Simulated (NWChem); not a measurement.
System: CH9NSi2; SMILES C[Si@@H](N)[SiH3]

NWChem input:

```
start job
memory heap 200 mb stack 900 mb global 1100 mb
geometry units angstroms
  C     -1.212318    -1.543872     0.575539
  Si    -0.516525    -0.036215    -0.350223
  N     -1.440813     1.302906     0.246659
  Si     1.782516     0.105401    -0.076722
  H     -2.294578    -1.587197     0.503521
  H     -0.952822    -1.522595     1.630690
  H     -0.816700    -2.466791     0.162623
  H     -0.921405    -0.106149    -1.765558
  H     -1.617221     1.372398     1.235905
  H     -1.265078     2.220906    -0.128009
  H      2.348596     1.299316    -0.718567
  H      2.205237     0.192789     1.328658
  H      2.506204    -1.039257    -0.638609
end
basis spherical
  * library def2-svp
end
dft
  xc xpbe96 cpbe96
  disp vdw 4
  iterations 150
end
driver
  maxiter 120
end
task dft optimize
```

No frequency run checked for a minimum.

The level has its own optimisation.

**Question.** What results follow from this input? (PBE-D3(BJ)/def2-SVP.) Quantities: r C–Si (Å); r C–H (Å); r N–Si (Å); r Si–Si (Å); dipole (D).

**Answer.** 
| Property | Result |
|---|---|
| r C–Si (Å) | 1.888 |
| r C–H (Å) | 1.109 |
| r N–Si (Å) | 1.760 |
| r Si–Si (Å) | 2.369 |
| dipole (D) | 1.15 |
